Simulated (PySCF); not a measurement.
C3H5ClSi, SMILES Cl[Si@H](C)C#C.

Coordinates come from a B3LYP-D3(BJ)/def2-SVP optimisation. The structure was generated by enumeration; whether it is a known compound was not checked.

The numbers are results of HF/def2-TZVP (PySCF), not measurements.

Gas-phase values at a fixed geometry.

```
Quantity                                                                                                        Value
---------------------------------------------------------------------------------------------  ----------------------
total energy                                                                                       -865.03024 hartree
highest occupied level                                                                                      -11.08 eV
lowest empty level                                                                                            3.02 eV
orbital gap                                                                                                  14.10 eV
dipole moment                                                                                               0.443 e·Å
quadrupole, principal values (traceless, Buckingham form, about the centre of nuclear charge)  -5.18, -3.76, 8.93 D·Å
mean static polarisability                                                                       65.4 bohr³ (9.69 Å³)
polarisability, principal values                                                               52.5, 61.5, 82.2 bohr³
```
